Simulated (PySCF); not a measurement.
## Bromine: a sound run and one with changed settings

Sound run: Br⁺ [Ar] 3d10 4s2 4p4, Br²⁺ [Ar] 3d10 4s2 4p3. Computed with PySCF 2.14 in cc-pVDZ-DK (5s4p2d, 27 functions), with the spin-free X2C one-electron Hamiltonian (Gaussian nucleus). In the sound run the correlated levels freeze [Ar] 3d10. The sound run starts from symmetry-adapted Hartree-Fock orbitals and uses a fine grid where one is needed.

Changed run: the non-relativistic Hamiltonian (point nucleus). This setting is unsound on purpose.

```tsv
species	method	sound run (hartree)	changed run (hartree)	converged
Br⁺	UHF	-2603.90303	-2552.21647	yes
Br⁺	PBE	-2605.31710	-2553.63635	yes
Br⁺	B3LYP	-2605.70249	-2554.02044	yes
Br⁺	MP2	-2603.97470	-2552.28912	yes
Br⁺	CCSD(T)	-2603.99079	-2552.30592	yes
Br²⁺	UHF	-2603.15952	-2551.47242	yes
Br²⁺	PBE	-2604.53151	-2552.85022	yes
Br²⁺	B3LYP	-2604.90929	-2553.22701	yes
Br²⁺	MP2	-2603.21561	-2551.52981	yes
Br²⁺	CCSD(T)	-2603.23065	-2551.54575	yes
```

Ionisation energy of Br⁺:

| method | sound run (eV) | changed run (eV) |
| --- | --- | --- |
| UHF | 20.232 | 20.247 |
| PBE | 21.377 | 21.392 |
| B3LYP | 21.584 | 21.590 |
| MP2 | 20.656 | 20.662 |
| SCS-MP2 | 20.666 | 20.672 |
| CCSD | 20.678 | 20.679 |
| CCSD(T) | 20.684 | 20.685 |

Most of the change in total energy is the relativistic energy itself. On top of that the contraction fixes the core shape for the Hamiltonian it was made with, so the changed run is not a good calculation with the other Hamiltonian either.

For comparison, NIST gives 21.591 eV between the lowest levels.
